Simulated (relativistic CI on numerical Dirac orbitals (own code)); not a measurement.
Pd⁴⁺: 4d valence photoemission

Computed with this model: Dirac-Coulomb-Breit CI, separate exchange-only KLI orbitals for each configuration, a model potential for QED, valence Slater integrals scaled by 0.8, multiplet model of photoemission in the sudden approximation; configurations [Kr] 4d6 → [Kr] 4d5; 300 K; Lorentzian 0.3 eV and Gaussian 0.5 eV FWHM. Energies are those of the free ion, without screening or charge transfer. The energies are binding energies and can lie tens of eV above those of solids. S is read from ⟨S²⟩ = S(S + 1).

Field parameters in Wybourne normalisation: D4h B²₀ = −7Ds, B⁴₀ = 21(Dq − Dt), B⁴₄ = 21√(5/14) Dq; Oh B⁴₀ = 21Dq, B⁴₄ = √(5/14) B⁴₀; Td as Oh with Dq negative (B⁴₀ = 21Dq, B⁴₄ = √(5/14) B⁴₀). The field is a parameter set, without covalency.

Computed curve for Td, 10Dq = -18300 cm⁻¹, scaled to 100 at the maximum (points under 2 are left out and the grid is thinned):

```csv
Energy (eV),Intensity
61.4,2.1
61.6,2.6
61.9,3.8
62.1,5.2
62.3,7.9
62.6,21.2
62.8,44.8
63.0,73.0
63.3,68.9
63.5,52.4
63.7,58.4
64.0,86.4
64.2,90.6
64.4,86.5
64.7,72.4
64.9,74.9
65.1,93.9
65.4,87.9
65.6,61.6
65.8,50.9
66.1,46.9
66.3,39.9
66.5,36.6
66.8,36.2
67.0,39.0
67.2,40.6
67.5,30.0
67.7,21.4
67.9,14.7
68.2,11.2
68.4,13.6
68.6,17.5
68.9,15.3
69.1,9.3
69.3,5.3
69.6,3.3
69.8,2.9
70.0,2.9
70.3,2.9
70.5,2.3
```

The ground state has S = 1.76, and the centroid lies at 65.10 eV.
